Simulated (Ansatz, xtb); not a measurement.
**Two isomers of C3H5BF2S**

We compare X, `FB(F)SC1CC1`, a singlet, with Y, `CC(=S)CB(F)F`, a singlet. Both are isolated molecules in the gas phase, relaxed with PBE-D3(BJ)/def2-SVP; each stands in its lowest conformer found.

Quicker runs give these differences E(Y) − E(X): GFN2-xTB +6.87 kcal/mol; HF/STO-3G +18.76 kcal/mol (at GFN2-xTB geometries); r2SCAN-D4/def2-SVP +0.68 kcal/mol (at GFN2-xTB geometries).

Problem. Estimate E(Y) − E(X) at the level CCSD(T)/def2-SVP + ΔMP2/def2-TZVPP.

Solution. Too close to call at this level: CCSD(T)/def2-SVP + ΔMP2/def2-TZVPP gives E(Y) − E(X) = −1.00 kcal/mol.

The same difference at several levels:

```csv
level,geometry,E(Y) − E(X) (kcal/mol),departure from the last row (kcal/mol),"job, with rough time for the two"
GFN2-xTB,GFN2-xTB,+6.87,+7.86,"optimisation, 0.78 s"
HF/STO-3G,GFN2-xTB,+18.76,+19.76,"single point, 0.86 s"
r2SCAN-D4/def2-SVP,GFN2-xTB,+0.68,+1.67,"single point, 5.4 s"
PBE-D3(BJ)/def2-SVP,PBE-D3(BJ)/def2-SVP,+1.13,+2.13,"optimisation, 52 s"
HF/def2-SVP,PBE-D3(BJ)/def2-SVP,−0.58,+0.42,part of the CCSD(T) run
MP2/def2-SVP,PBE-D3(BJ)/def2-SVP,+0.95,+1.95,part of the CCSD(T) run
CCSD(T)/def2-SVP,PBE-D3(BJ)/def2-SVP,−1.07,−0.07,single point
CCSD(T)/def2-SVP + ΔMP2/def2-TZVPP,PBE-D3(BJ)/def2-SVP,−1.00,,"single point, 84 s"
```

As drawn, Y has 1 C=S, 1 C–B in place of 1 B–S, 1 C–S, 1 C–C. Structure X has a 3-membered ring, Y no ring.

The largest departure from CCSD(T)/def2-SVP + ΔMP2/def2-TZVPP is that of HF/STO-3G, 19.76 kcal/mol. The last row adds to CCSD(T) the change of the MP2 difference between the two basis sets, here +0.07 kcal/mol.

With thermal terms from frequencies at re-optimised GFN2-xTB minima (ideal gas, soft modes damped towards free rotors, one conformer each, 298.15 K, 1 atm): on the last row, ΔE + ΔZPE = −1.83, ΔH = −1.45, ΔG = −2.42 kcal/mol.

The correlated steps freeze 11 core orbitals. Run with Ansatz 0.2.0, xtb 6.7.1; the last row on 2 threads of Intel(R) Xeon(R) Processor @ 2.70GHz on a shared host.
